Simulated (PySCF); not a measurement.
## Orbital energies and ionisation energy

C3H13GeNOSi.
Atom-mapped SMILES: `[CH3:1][N:2]([CH3:3])[Ge@@H:4]([CH3:5])[O:6][SiH3:7]` (hydrogens: H8, H9, H10 on C1; H11, H12, H13 on C3; H14 on Ge4; H15, H16, H17 on C5; H18, H19, H20 on Si7)

Geometry (PBE0-D3(BJ)/def2-SVP, Å), atoms numbered from 1 in this order:
```
atom  x, y, z in Å
C1    -1.6213   -1.3213   -0.8534
N2    -1.0579   -0.2013   -0.1468
C3    -1.3036   -0.2047    1.2707
Ge4    0.2036    0.8598   -0.9206
C5     0.3685    2.5441    0.0180
O6     1.8184    0.0719   -0.8307
Si7    2.3415   -1.1604    0.1416
H8    -1.4183   -1.2440   -1.9325
H9    -1.2150   -2.2941   -0.5084
H10   -2.7205   -1.3625   -0.7271
H11   -0.8834   -1.0987    1.7758
H12   -0.8614    0.6806    1.7512
H13   -2.3890   -0.1877    1.4895
H14   -0.1162    0.9496   -2.4196
H15    0.7608    2.3783    1.0316
H16    1.0768    3.1904   -0.5197
H17   -0.6027    3.0545    0.0846
H18    3.7847   -1.4114   -0.1418
H19    1.5760   -2.4255   -0.1006
H20    2.1930   -0.8131    1.5934
```

Level: PBE0/def2-SVPD (PySCF). Frontier orbitals with their largest atomic shares (Löwdin; up to four atoms above 4 %):

```json
{"orbital": "HOMO−3", "ε (eV)": "-9.29", "main atoms": "C5 23 %, Ge4 14 %, Si7 14 %, H19 9 %"}
{"orbital": "HOMO−2", "ε (eV)": "-8.67", "main atoms": "O6 32 %, Si7 24 %, H18 17 %, H19 9 %"}
{"orbital": "HOMO−1", "ε (eV)": "-8.08", "main atoms": "O6 42 %, Si7 15 %, H20 10 %, C5 9 %"}
{"orbital": "HOMO", "ε (eV)": "-6.36", "main atoms": "?"}
{"orbital": "LUMO", "ε (eV)": "0.28", "main atoms": "Si7 25 %, Ge4 14 %, O6 10 %, H20 9 %"}
{"orbital": "LUMO+1", "ε (eV)": "0.57", "main atoms": "Ge4 14 %, Si7 13 %, C3 8 %, C5 6 %"}
{"orbital": "LUMO+2", "ε (eV)": "0.83", "main atoms": "C5 14 %, Ge4 12 %, Si7 9 %, C1 8 %"}
```

Task: What vertical ionisation energy does ΔSCF give, and how far is −ε(HOMO) from it?

Result: ΔSCF: 8.13 eV (785 kJ/mol; threshold wavelength 152 nm); ⟨S²⟩ of the doublet left behind is 0.756, against 0.75 for a pure doublet. −ε(HOMO) is 6.36 eV, 1.77 eV below it. For the exact functional −ε(HOMO) would equal the first vertical ionisation energy; PBE0 (global hybrid, 25 % exact exchange) falls short of its own ΔSCF value by 22 %.

Task: On which atoms does the HOMO lie?

Result: N2 (nitrogen bonded to 2 C and Ge) 55 %, C1 (N-methyl carbon) 9 %, C3 (N-methyl carbon) 9 %, O6 (oxygen bonded to Ge and Si) 5 %. The HOMO−1 lies 1.72 eV lower.

Task: What kinetic energy would electrons from this vertical process carry with He I light (21.218 eV)?

Result: 21.22 − 8.13 = 13.09 eV.

Task: What total energies stand behind the ΔSCF value?

Result: E(N) = -2617.47620 Eh and E(N − 1) = -2617.17739 Eh at the same geometry, 0.29881 Eh apart.

Task: How many of the 10 lowest singlet excitations (vertical TDDFT, same level) lie below the ionisation energy?

Result: All 10; they run from 5.61 to 7.30 eV.

Isolated species at its PBE0-D3(BJ)/def2-SVP geometry (one conformer only). The calculation is non-relativistic, for germanium too.
